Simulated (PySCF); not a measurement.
# Gas-phase XPS of Si(SMe)4, computed

Species: Si(SMe)4, C4H12S4Si.
SMILES with atom numbers: `[CH3:1][S:2][Si:3]([S:4][CH3:5])([S:6][CH3:7])[S:8][CH3:9]`

Level of theory: delta-SCF UKS SCAN, pcX-2 on the ionised atom, pcseg-1 elsewhere, spin-free X2C in PySCF. These are vertical core ionisation energies against the vacuum level, from separate self-consistent calculations with and without the core hole.

Problem. What binding energy does each computed site have?

Solution. 
```csv
atom(s),bonded to,level,binding energy (eV),2p1/2 (eV),count
Si3,4 S,Si 2p3/2,107.29,107.92,1
C1/C5/C7/C9,S and 3 H,C 1s,291.15,–,4
Si3,4 S,Si 1s,1847.25,–,1
S2/S4/S6/S8,C and Si,S 1s,2476.48,–,4
```

Problem. Which effective nuclear charge Zeff reproduces each element's mean 1s value in the hydrogen-like formula E = 13.606 eV × Zeff²?

Solution. C (Z = 6): mean 291.2 eV, Zeff = 4.63, Z − Zeff = 1.37; Si (Z = 14): mean 1847.2 eV, Zeff = 11.65, Z − Zeff = 2.35; S (Z = 16): mean 2476.5 eV, Zeff = 13.49, Z − Zeff = 2.51. Means run over the listed sites, weighted by atom count.

Problem. Give the binding energy of Si 1s of Si3 in hartree and in kJ/mol.

Solution. 1847.25 eV = 67.8852 Eh = 178233 kJ/mol.

Atoms equivalent by their bonding share one computed value, that of the first of them. Not every level is listed. 2p3/2 and 2p1/2 are the ΔSCF energy of one spin-free 2p hole plus the eigenvalues of a spin–orbit and ligand-field matrix of the shell. 2p1/2 minus 2p3/2 (ligand field included): Si 0.62 eV. Geometry: PBE0-D3(BJ)/def2-SVP, one conformer, isolated molecule.

On an x86-64 server with one thread, no GPU, on a shared host, this took 89 s wall.

Conformer computed: `[CH3:1][S:2][Si:3]([S:4][CH3:5])([S:6][CH3:7])[S:8][CH3:9]`: C1–S2–Si3–S4 180°, S2–Si3–S4–C5 58°, S2–Si3–S6–C7 179°, S2–Si3–S8–C9 61°.
